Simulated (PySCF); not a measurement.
AlHClBr, SMILES [AlH]([Br])[Cl]. Atoms are numbered in the order given.

```xyz
4

Al    -0.8068     0.6342     0.0000
H     -2.3644     0.7800     0.0000
Cl     0.4175     2.3194     0.0000
Br     0.1644    -1.3844     0.0000
```

The structure is a stationary point at PBE0-D3(BJ)/def2-TZVP.

Method: B3LYP/def2-TZVPD in PySCF.

Symmetry labels are those of the subgroup Cs that the program uses (full group Cs).

Q: List the valence orbital energies around the gap with their symmetry. (An estimate is asked for; the answer gives what the named calculation found.)

A: 
```tsv
orbital	symmetry	energy (eV)
HOMO−7	A'	-21.27
HOMO−6	A'	-12.34
HOMO−5	A'	-10.38
HOMO−4	A'	-10.06
HOMO−3	A"	-9.61
HOMO−2	A'	-9.00
HOMO−1	A"	-8.79
HOMO	A'	-8.53
LUMO	A"	-1.78
LUMO+1	A'	-1.15
LUMO+2	A'	0.11
LUMO+3	A'	0.22
```
